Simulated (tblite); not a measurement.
Species: C8H14P (charge +1).
SMILES with atom numbers: `[CH2:1]=[CH:2][P@H+:3]1[CH2:4][CH:5]=[C:6]([CH2:7][CH3:8])[CH2:9]1` (hydrogens: H10, H11 on C1; H12 on C2; H13 on P3; H14, H15 on C4; H16 on C5; H17, H18 on C7; H19, H20, H21 on C8; H22, H23 on C9)

Cartesian coordinates in Å at the GFN2-xTB level; atoms count from 1:
```
atom  x, y, z in Å
C1     3.9729    0.1395   -0.0161
C2     2.6683    0.3568   -0.1103
P3     1.4478   -0.4943    0.8804
C4     0.3328    0.6619    1.7387
C5    -0.8708    0.6763    0.8255
C6    -0.9668   -0.2628   -0.1068
C7    -2.0677   -0.4496   -1.0985
C8    -3.1862    0.5797   -0.9961
C9     0.1689   -1.2781   -0.1475
H10    4.6755    0.6744   -0.6344
H11    4.3908   -0.5746    0.6761
H12    2.2468    1.0753   -0.8053
H13    2.0887   -1.3750    1.7268
H14    0.0731    0.2907    2.7356
H15    0.7854    1.6503    1.8550
H16   -1.6129    1.4379    0.9855
H17   -2.4835   -1.4530   -0.9668
H18   -1.6363   -0.4189   -2.1038
H19   -3.9389    0.3746   -1.7518
H20   -2.8043    1.5835   -1.1618
H21   -3.6633    0.5377   -0.0208
H22   -0.1489   -2.2333    0.2830
H23    0.5240   -1.4720   -1.1629
```

Computed values, GFN2-xTB/tblite, gas phase, harmonic and unscaled. Against measured fundamentals such values can be off by several per cent, at times by over 20. Modes of hydrogen on phosphorus can be 10 to 20 % off. One conformer, not necessarily the lowest.

Harmonic wavenumbers (cm⁻¹): 33.9, 59.4, 73.8, 155.9, 192.4, 205.9, 217.9, 284.8, 285.6, 385.8, 412.4, 491.9, 553.4, 593.2, 670.4, 679.8, 757.2, 770.0, 800.1, 801.5, 818.0, 826.8, 879.1, 892.8, 918.9, 990.1, 997.3, 999.0, 1022.3, 1032.2, 1046.3, 1090.1, 1100.6, 1130.2, 1174.1, 1204.1, 1209.9, 1223.4, 1235.5, 1338.0, 1371.7, 1392.0, 1393.2, 1415.3, 1449.9, 1496.7, 1498.8, 1638.8, 1711.6, 2395.9, 2923.5, 2929.3, 2943.7, 2954.3, 2959.3, 2966.7, 3016.4, 3050.0, 3052.5, 3063.2, 3091.2, 3124.3, 3141.6.

A = 3115, B = 717.6, C = 676.3 MHz; mass 141.083 u (most abundant isotopes); point group C1, symmetry number 1.

**Question.** What is the zero-point energy?

**Answer.** ½Σν̃ = 42267 cm⁻¹ = 120.85 kcal/mol.

**Question.** What is S at 400 K and 1 bar for an ideal gas of classical rigid rotors and harmonic oscillators?

**Answer.** Translation 42.23, rotation 30.62, vibration 45.20: S = 118.0 cal/(mol K).

**Question.** And Cp and H(400 K) − H(0)?

**Answer.** Cp = 56.00 cal/(mol K), of which vibrations give 48.05 (their classical limit is 63 R = 125.2); H(400 K) − H(0) = 12.55 kcal/mol without the zero-point energy, 9.37 from vibrations.

**Question.** Which modes carry the vibrational entropy at 400 K?

**Answer.** 33.9 cm⁻¹: 6.17; 59.4 cm⁻¹: 5.06; 73.8 cm⁻¹: 4.63; 155.9 cm⁻¹: 3.16; 192.4 cm⁻¹: 2.76; 205.9 cm⁻¹: 2.63 cal/(mol K); the other 57 give 20.79 together.

**Question.** How do the functions run with temperature in this model?

**Answer.** 
```json
{"T (K)": "50", "S (cal/(mol K))": "60.7", "Cp (cal/(mol K))": "13.9", "H − H(0) (kcal/mol)": "0.53", "G − H(0) (kcal/mol)": "-2.50", "ln q(vib)": "0.82"}
{"T (K)": "100", "S (cal/(mol K))": "72.1", "Cp (cal/(mol K))": "19.7", "H − H(0) (kcal/mol)": "1.37", "G − H(0) (kcal/mol)": "-5.83", "ln q(vib)": "2.25"}
{"T (K)": "298.15", "S (cal/(mol K))": "103.5", "Cp (cal/(mol K))": "43.2", "H − H(0) (kcal/mol)": "7.49", "G − H(0) (kcal/mol)": "-23.38", "ln q(vib)": "7.98"}
{"T (K)": "373.15", "S (cal/(mol K))": "114.3", "Cp (cal/(mol K))": "52.8", "H − H(0) (kcal/mol)": "11.09", "G − H(0) (kcal/mol)": "-31.55", "ln q(vib)": "10.17"}
{"T (K)": "500", "S (cal/(mol K))": "131.7", "Cp (cal/(mol K))": "66.7", "H − H(0) (kcal/mol)": "18.70", "G − H(0) (kcal/mol)": "-47.16", "ln q(vib)": "13.91"}
{"T (K)": "750", "S (cal/(mol K))": "162.7", "Cp (cal/(mol K))": "86.0", "H − H(0) (kcal/mol)": "37.99", "G − H(0) (kcal/mol)": "-84.07", "ln q(vib)": "21.24"}
{"T (K)": "1000", "S (cal/(mol K))": "189.3", "Cp (cal/(mol K))": "98.6", "H − H(0) (kcal/mol)": "61.17", "G − H(0) (kcal/mol)": "-128.17", "ln q(vib)": "28.17"}
```

q(vib) and H(0) count from the zero-point level.

**Question.** What must be added to the electronic energy to get the Gibbs energy at 400 K and 1 bar?

**Answer.** ZPE + [H(400 K) − H(0)] − T·S = 120.85 + 12.55 − 47.22 = 86.18 kcal/mol.

Hindered rotation and anharmonicity are outside this model. Other conformers, if any are populated, would add a mixing term that is left out. The structure is chiral; the term R ln 2 for an equal mix with its mirror image is left out.
